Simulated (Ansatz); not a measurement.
Cost and result for the atomization energy of `C[SiH](O)O` (10 atoms, 9 bonds).

```xyz
10

C    -1.3537    0.2145   -0.3610
Si    0.4111   -0.2133   -0.0250
O     1.3020    0.9648   -0.7421
O     0.7056   -0.2502    1.5972
H    -2.0221   -0.5500    0.0415
H    -1.5353    0.3025   -1.4345
H    -1.6052    1.1695    0.1069
H     0.7841   -1.5544   -0.5655
H     2.2446    0.9764   -0.5725
H     1.0689   -1.0599    1.9551
```

Total charge 0; spin multiplicity 1. Geometry: relaxed with PBE0-D4/def2-TZVP. It is one conformer, not always the lowest. Program: Ansatz. Hardware: A = 2 threads of an AMD EPYC 7R13 on a shared host; B = 2 threads of an AMD EPYC 7R13 on a shared host and a share of an NVIDIA H100 80 GB. Times are those of one run each, without the atoms' runs, and a repeat can differ threefold. Electronic energies, without spin–orbit coupling; frozen cores. CCSD(T)/CBS extrapolates def2-TZVPP and def2-QZVPP, and its time is that of the two runs behind it. T1 = 0.011. B3LYP takes the VWN-RPA correlation (the form of Gaussian; ORCA's B3LYP/G).

CCSD(T)/CBS is a level of theory with its own doubt, some kJ/mol a heavy atom from the limit and from the frozen cores, so smaller differences don't rank the functionals.

| level | functions | wall time | atomization (kJ/mol) | difference from CCSD(T)/CBS | per bond |
| --- | --- | --- | --- | --- | --- |
| PBE-D4/def2-TZVPP (with forces) [A] | 219 | 2.5 s | 3841.9 | 8.8 | 1.0 |
| PBE0-D4/def2-TZVPP [A] | 219 | 2.9 s | 3779.4 | -53.7 | -6.0 |
| r2SCAN-D4/def2-TZVPP (with forces) [A] | 219 | 4.5 s | 3817.4 | -15.7 | -1.7 |
| B3LYP-D4/def2-TZVPP (with forces) [A] | 219 | 4.6 s | 3802.4 | -30.7 | -3.4 |
| B2PLYP/def2-TZVPP [A] | 219 | 5.5 s | 3776.0 | -57.1 | -6.3 |
| CCSD(T)/def2-TZVPP [B] | 219 | 6 s | 3728.5 | -104.6 | -11.6 |
| ωB97X-V/def2-TZVPP [A] | 219 | 7 s | 3820.1 | -13.0 | -1.4 |
| ωB97M-V/def2-TZVPP (with forces) [A] | 219 | 11 s | 3827.0 | -6.1 | -0.7 |
| CCSD(T)/def2-QZVPP [B] | 421 | 25 s | 3791.2 | -41.9 | -4.7 |
| CCSD(T)/CBS(def2) | – | 31 s | 3833.1 | 0.0 | 0.0 |

The D4 term adds +26.3 kJ/mol with B3LYP and +13.7 kJ/mol with PBE0; it sums over pairs of atoms, weighted by their polarisabilities, and B3LYP, whose exchange is more repulsive, gets the larger term. In def2-TZVPP, CCSD(T) changes the Hartree–Fock value by +931.7 kJ/mol (the triples alone add +47.1 kJ/mol) and MP2 by +996.4 kJ/mol; breaking electron pairs costs correlation energy, which Hartree–Fock lacks. From PBE to PBE0 (25 % exact exchange), in def2-TZVPP and without D4, the atomization energy moves by −59.8 kJ/mol: exact exchange takes away binding that semilocal exchange gives to molecules.
